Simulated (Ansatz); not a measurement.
`C[CH](F)[InH2]` + `[OH][Ti]([F])([SH])[Cl]` → `C[O][Ti]([F])([SH])[Cl]` + `F[CH2][InH2]`  (substitution at a C–C bond)

Isolated molecules relaxed with PBE0-D4/def2-TZVP in Ansatz; ΔE leaves out vibrations. CCSD(T)/CBS is the MP2 limit (def2-TZVPP, def2-QZVPP) plus CCSD(T) − MP2 in def2-TZVPP, frozen cores. DFT in def2-TZVPP. B3LYP here is the variant with VWN-RPA as its local correlation; programs differ in this. def2 core potentials past Kr. For In, Ti outer-core shells are correlated without core-valence functions, which leaves a few kJ/mol of doubt a bond. Scalar relativity is left out up to krypton. Each species was taken in one conformer, which may not be the lowest.

| level | ΔE (eV) |
| --- | --- |
| B3LYP-D4 | 0.37 |
| r2SCAN | 0.44 |

(1) What does CCSD(T)/CBS give? (Estimate.)

Largest T1 diagnostic among the species: 0.025, so the coupled-cluster value is less sure than usual.

## Answers

(1) The calculation gave: +0.45 eV. The listed levels differ from it by -0.08, -0.01 eV.

In def2-TZVPP, CCSD(T) changes the Hartree–Fock value by +0.08 eV (the triples alone add −0.01 eV) and MP2 by +0.10 eV.
